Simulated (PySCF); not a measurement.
A calculated (UHF, PySCF 2.14, aug-cc-pVQZ-DK, scalar relativity by spin-free X2C-1e) atom or ion has these occupied shells.

```csv
shell,electrons,orbital energy (eV),"rms radius, mean of both spins (bohr)"
1s α,1,-6083.1,0.0734
1s β,1,-6083.1,0.0734
2s α,1,-766.45,0.316
2s β,1,-764.24,0.316
2p α,3,-647.69,0.287
2p β,3,-645.46,0.287
3s α,1,-135.03,0.952
3s β,1,-128.15,0.952
3p α,3,-100.21,1.02
3p β,3,-91.853,1.02
3d α,3,-50.291,1.20
```

**Question.** Name the element and its charge.

**Answer.** Cr³⁺ (chromium, charge +3), in [Ar] 3d3, high-spin 4F determinant.
